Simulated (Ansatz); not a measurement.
```xyz
3

Ga    0.0000    0.0000    0.0000
O     0.0000    0.0000    3.3840
S     0.0000    3.1301   -2.6264
```

Basis set: pcseg-2 (spherical functions). Charge 0, multiplicity 4.

Computed with Ansatz (development build ahead of 0.2.0); each method stands on the lowest determinant of its kind that the runs found.

(1) Give the atomization energy at this shape (free ground-state atoms in the same class of orbitals less the molecule, no zero-point energy) of quartet GaSO by PBE0 (unrestricted), UHF, ROHF.

Answers

(1)

| method | atomization energy |
| --- | --- |
| PBE0 (unrestricted) | 1.32 eV |
| UHF | 0.15 eV |
| ROHF | -0.47 eV |

Caution: other spin multiplicities may lie lower; the shape is not the minimum. Caution for PBE0 (unrestricted): the unrestricted determinant is spin contaminated. Caution for UHF: the unrestricted determinant is a mixture of spin states. Caution for ROHF: an unrestricted determinant lies well below.
